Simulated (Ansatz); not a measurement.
Relaxation of BrF₂Ge₂H₅O (11 atoms, charge 0, multiplicity 1), to a largest force component of 0.03 eV/Å in at most 50 steps.

These are results of RKS PBE/def2-SVP in Ansatz, not measurements.

```xyz
11
Properties=species:S:1:pos:R:3
Ge -0.405 0.095 -0.479
Ge -0.098 0.047 3.118
H -0.722 0.486 4.472
H 1.322 -0.506 3.376
H -0.028 1.291 2.195
O 0.981 -0.696 0.288
H 1.035 -1.629 -0.001
F -0.172 1.804 -0.340
F -0.354 -0.303 -2.174
Br -2.574 -0.527 0.239
H -1.017 -1.014 2.463
```

Question: Where does it end, and by what steps?

Answer: It converged. The force dipped under the threshold on the way, but the program's further checks kept it going. After 42 steps the energy has fallen by 0.238 eV; H7 moved furthest, 1.39 Å.

```tsv
step	energy less start (eV)	largest force component (eV/Å)	accepted
0	0.0000	0.847	yes
2	-0.1808	0.119	yes
4	-0.1761	1.287	no
6	-0.2070	0.036	yes
8	-0.2107	0.166	yes
10	-0.2139	0.027	yes
12	-0.2146	0.100	yes
14	-0.2163	0.135	yes
16	-0.2169	0.020	yes
18	-0.2171	0.379	no
20	-0.2191	0.195	yes
22	-0.2204	0.121	yes
24	-0.2214	0.092	yes
26	-0.2235	0.077	yes
28	-0.2253	0.055	yes
30	-0.2277	0.248	yes
32	-0.2328	0.110	yes
34	-0.2355	0.265	yes
36	-0.2367	0.053	no
38	-0.2376	0.040	yes
40	-0.2381	0.051	yes
42	-0.2385	0.016	yes
```

```xyz
11
Properties=species:S:1:pos:R:3
Ge -0.532 -0.037 -0.906
Ge 0.206 0.132 3.389
H -0.396 0.277 4.806
H 1.724 -0.146 3.466
H -0.079 1.383 2.531
O 0.459 -1.133 0.057
H 0.036 -1.322 0.924
F -0.472 1.576 -0.250
F 0.233 0.050 -2.457
Br -2.730 -0.638 -1.118
H -0.482 -1.095 2.713
```

Run time: 100 s on 4 threads of Arm Neoverse V2, with other jobs on the host, peak memory 0.27 GiB.
